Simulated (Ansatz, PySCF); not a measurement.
Gas-phase reaction (SMILES): N[SiH2][SiH2]N + 2 [SiH4] (SiH4) → 2 N[SiH3] + [SiH3][SiH3]; bond separation energy.

Each molecule is optimised on its own at B3LYP-D3(BJ)/def2-TZVP (Ansatz, a program for electronic structure), one conformer each, not searched for the lowest. Cores are frozen in the correlated levels unless marked. Spin-orbit coupling is left out. Non-relativistic. CBS marks a two-point X^-3 extrapolation of the correlation energy; Hartree-Fock from the larger set. The bracket is a focal-point correction in the basis named. Thermal terms are rigid-rotor harmonic-oscillator values from B3LYP-D3(BJ) frequencies (Ansatz or PySCF) at 298.15 K and 1 atm. 1 Eh = 627.5095 kcal/mol.

```
species         E, RI-MP2/CBS(cc-pV(T+d)Z,cc-pV(Q+d)Z)+[CCSD(T)-MP2]/cc-pV(T+d)Z (Ansatz) (Eh)  E, wB97M-V/def2-TZVPD (Ansatz) (Eh)  H - E (Eh)
--------------  ------------------------------------------------------------------------------  -----------------------------------  ----------
N[SiH2][SiH2]N                                                                      -692.41598                           -693.31254     0.09526
N[SiH3]                                                                             -346.80066                           -347.24258     0.05540
[SiH3][SiH3]                                                                        -581.73935                           -582.52104     0.05489
[SiH4] (SiH4)                                                                       -291.46100                           -291.84546     0.03520
```

Task: Work out ΔE and ΔH at 298.15 K at the first level, then ΔH at the second.

Result: 
1. ΔE = [2×(-346.80066) + (-581.73935)] - [(-692.41598) + 2×(-291.46100)] = -0.00269 Eh = -1.7 kcal/mol at RI-MP2/CBS(cc-pV(T+d)Z,cc-pV(Q+d)Z)+[CCSD(T)-MP2]/cc-pV(T+d)Z.
2. The terms H - E add up to 0.00003 Eh, so ΔH = (-0.00269 + (0.00003))×627.5095 = -1.7 kcal/mol.
3. At wB97M-V/def2-TZVPD the same steps give ΔE = -1.7 and ΔH = -1.7 kcal/mol, a shift of +0.0 from the first level.
4. These values are not checked against measurement here, since the tables used lack a sound gas-phase enthalpy of formation for at least one species.
